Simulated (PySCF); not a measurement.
W(CO)6 (C₆O₆W), SMILES [C-](#[O+])->[W](<-[C-]#[O+])(<-[C-]#[O+])(<-[C-]#[O+])(<-[C-]#[O+])<-[C-]#[O+], multiplicity 1. Atoms are numbered in the order given.

```xyz
13

W      0.0000     0.0000     0.0000
O      0.0000     3.2316     0.0000
C      0.0000     2.0865     0.0000
O      0.0000     0.0000     3.2316
C      0.0000     0.0000     2.0865
O      3.2316     0.0000     0.0000
C      2.0865     0.0000     0.0000
O     -3.2316     0.0000     0.0000
C     -2.0865     0.0000     0.0000
O      0.0000     0.0000    -3.2316
C      0.0000     0.0000    -2.0865
O      0.0000    -3.2316     0.0000
C      0.0000    -2.0865     0.0000
```

Coordinates come from a B3LYP-D3(BJ)/def2-SVP optimisation. The multiplicity is an assumed one; other spin states were not compared. The isomer is the one that the SMILES or the coordinates give; other isomers of the formula were not compared. The def2 effective core potentials stand for the cores of W; spin–orbit coupling is left out.

The numbers are results of TDA-B3LYP/def2-SVP run with PySCF 2.14.0, not measurements.

Vertical excitations; the highest root listed may be one member of a degenerate set. The molecule is in vacuum. State labels are in the subgroup D2h.

Computed UV-visible absorptions:
| state | symmetry | energy (eV) | λ (nm) | f | main pairs |
|---|---|---|---|---|---|
| S1 | Au | 3.58 | 347 | 0.000 | HOMO−2→LUMO, HOMO−1→LUMO+1 (degenerate set) |
| S2 | Au | 3.58 | 347 | 0.000 | HOMO→LUMO+2, HOMO−1→LUMO+1, HOMO−2→LUMO (degenerate set) |
| S3 | B3u | 3.66 | 339 | 0.000 | HOMO−1→LUMO, HOMO−2→LUMO+1 (degenerate set) |
| S4 | B2u | 3.66 | 339 | 0.000 | HOMO→LUMO, HOMO−2→LUMO+2 (degenerate set) |
| S5 | B1u | 3.66 | 339 | 0.000 | HOMO→LUMO+1, HOMO−1→LUMO+2 (degenerate set) |
| S6 | Au | 3.73 | 333 | 0.000 | HOMO→LUMO+2 33 %, HOMO−1→LUMO+1 33 %, HOMO−2→LUMO 33 % |
| S7 | B1u | 4.04 | 307 | 0.021 | HOMO−1→LUMO+2, HOMO→LUMO+1, HOMO→LUMO+4, HOMO−1→LUMO+5 (degenerate set) |
| S8 | B2u | 4.04 | 307 | 0.021 | HOMO−2→LUMO+2, HOMO→LUMO, HOMO→LUMO+3, HOMO−2→LUMO+5 (degenerate set) |
| S9 | B3u | 4.04 | 307 | 0.021 | HOMO−2→LUMO+1, HOMO−1→LUMO, HOMO−1→LUMO+3, HOMO−2→LUMO+4 (degenerate set) |
| S10 | Au | 4.24 | 292 | 0.000 | HOMO−2→LUMO+3 33 %, HOMO−1→LUMO+4 33 %, HOMO→LUMO+5 33 % |
| T1 | Au | 3.39 | 366 | 0 | HOMO−2→LUMO 33 %, HOMO−1→LUMO+1 33 %, HOMO→LUMO+2 33 % |
| T2 | B1u | 3.41 | 363 | 0 | HOMO→LUMO+1, HOMO−1→LUMO+2 (degenerate set) |
| T3 | B3u | 3.41 | 363 | 0 | HOMO−1→LUMO, HOMO−2→LUMO+1 (degenerate set) |
| T4 | B2u | 3.41 | 363 | 0 | HOMO→LUMO, HOMO−2→LUMO+2 (degenerate set) |
Triplets are in the Tamm–Dancoff approximation.
